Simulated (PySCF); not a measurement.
This PySCF input asks for the NMR shieldings of `CCB1COCCS1`, C$_{5}$H$_{11}$BOS; the geometry comes from GFN2-xTB.

```python
import basis_set_exchange as bse
import numpy as np
from pyscf import gto, dft
from pyscf.prop import nmr

atoms = """
C     2.792443   -0.815481   -0.535320
C     1.898045    0.426748   -0.528027
B     0.390170    0.183075   -0.094142
C    -0.534915    1.450190    0.175487
O    -1.877974    1.233554    0.614257
C    -2.510005    0.153615   -0.015961
C    -1.990539   -1.189446    0.477497
S    -0.239178   -1.464349    0.003124
H     2.383551   -1.575112   -1.197675
H     2.858558   -1.242345    0.462721
H     3.797640   -0.568747   -0.871110
H     2.356863    1.187470    0.110365
H     1.905495    0.859773   -1.534249
H    -0.099171    2.091051    0.948251
H    -0.569693    2.066999   -0.741294
H    -3.570955    0.244440    0.237035
H    -2.398328    0.218189   -1.109780
H    -2.046861   -1.238455    1.564534
H    -2.554949   -2.011916    0.041988
"""
names = dict.fromkeys(["C", "B", "O", "S", "H"], "pcSseg-1")
basis = {el: gto.basis.parse(bse.get_basis(n, elements=[el], fmt="nwchem")) for el, n in names.items()}
mol = gto.M(atom=atoms, basis=basis, charge=0, verbose=0)
mf = dft.RKS(mol, xc="PBE0")
mf.grids.level = 2
mf.grids.alignment = dft.numint.BLKSIZE   # the property module wants whole blocks of grid points
mf.conv_tol = 1e-9
mf.kernel()

calc = nmr.RKS(mf)   # GIAO
C = mf.mo_coeff
Co = C[:, mf.mo_occ > 0]
resp = mf.gen_response(singlet=True, hermi=2)
def vind(x):   # induced exchange potential for any number of trial vectors
    d = np.einsum("pi,xij,qj->xpq", C, 2 * x.reshape(-1, C.shape[1], Co.shape[1]), Co, optimize=True)
    return np.einsum("xpq,pi,qj->xij", resp(d - d.transpose(0, 2, 1)), C, Co, optimize=True).ravel()
mo1, _ = nmr.rhf.solve_mo1(calc, with_cphf=vind)
sigma = calc.kernel(mo1)
for i, s in enumerate(sigma):   # ppm
    w = np.linalg.eigvalsh((s + s.T) / 2)
    print("%2d %-2s iso %8.1f  s11 %8.1f  s22 %8.1f  s33 %8.1f" % (i, mol.atom_pure_symbol(i), w.mean(), *w))
```

Q: What are the results?

A: 
```
 0 C  iso    176.5  s11    170.1  s22    173.7  s33    185.7
 1 C  iso    168.1  s11    151.2  s22    173.9  s33    179.3
 2 B  iso     29.0  s11    -27.7  s22     -7.8  s33    122.5
 3 C  iso    115.1  s11     89.0  s22     95.7  s33    160.6
 4 O  iso    316.5  s11    265.6  s22    307.1  s33    376.8
 5 C  iso    116.3  s11     96.4  s22    107.8  s33    144.7
 6 C  iso    155.3  s11    145.9  s22    154.9  s33    165.1
 7 S  iso    423.9  s11    231.9  s22    428.0  s33    611.9
 8 H  iso     30.5  s11     25.5  s22     30.7  s33     35.2
 9 H  iso     30.7  s11     26.5  s22     29.4  s33     36.3
10 H  iso     30.6  s11     25.3  s22     28.2  s33     38.3
11 H  iso     30.5  s11     25.3  s22     30.5  s33     35.9
12 H  iso     30.7  s11     25.9  s22     29.9  s33     36.4
13 H  iso     27.4  s11     22.7  s22     27.2  s33     32.3
14 H  iso     27.6  s11     22.2  s22     27.8  s33     32.8
15 H  iso     27.4  s11     22.4  s22     27.0  s33     32.9
16 H  iso     28.4  s11     24.0  s22     27.9  s33     33.3
17 H  iso     28.8  s11     24.2  s22     26.7  s33     35.4
18 H  iso     29.4  s11     24.0  s22     27.8  s33     36.4
```

These numbers come from an equivalent density-fitted implementation of the same equations, which agrees with the script to about 0.01 ppm for H and up to a few tenths of a ppm for heavy atoms, so last digits may differ.

Size and cost of the density-fitted run: 198 basis functions, 65 s wall time on 1 thread of an Arm Neoverse N1, shared host; peak memory 0.88 GiB.
